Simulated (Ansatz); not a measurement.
H3BSi2, SMILES `B1=[SiH][SiH2]1` (charge 0, multiplicity 1).

Cartesian coordinates (Å):
SMILES: B1[SiH2][SiH]=1
```xyz
6

B      0.3242    -0.1959     1.3650
Si     1.5135     0.3432     0.1386
Si    -1.0013    -0.0031     0.0548
H      2.6369    -0.1502    -0.7056
H     -1.7255     1.2057    -0.4247
H     -1.7478    -1.1997    -0.4279
```
Charge 0, spin multiplicity 1.

Frozen-core energies in 6-31g from Ansatz (a program for electronic structure) at a geometry from PBE0-D3(BJ)/def2-TZVP; the HF reference has <S^2> = 0.00 (restricted, and unstable towards unrestricted orbitals) and the T1 diagnostic is 0.027.

```json
[
 {"level": "HF", "energy (Ha)": "-603.99556"},
 {"level": "MP2", "energy (Ha)": "-604.18061"},
 {"level": "CCSD", "energy (Ha)": "-604.21278"},
 {"level": "CCSD(T)", "energy (Ha)": "-604.22427"}
]
```

### Question
Estimate the energies of CCSDT, CCSDT(Q) and CCSDTQ, and give each level's difference from CCSDTQ.

### Answer

| level | energy (Ha) | difference from CCSDTQ (mHa) |
|---|---|---|
| MP2 | -604.18061 | 45.59 |
| CCSD | -604.21278 | 13.41 |
| CCSD(T) | -604.22427 | 1.93 |
| CCSDT | -604.22537 | 0.83 |
| CCSDT(Q) | -604.22622 | -0.02 |
| CCSDTQ | -604.22620 | 0.00 |
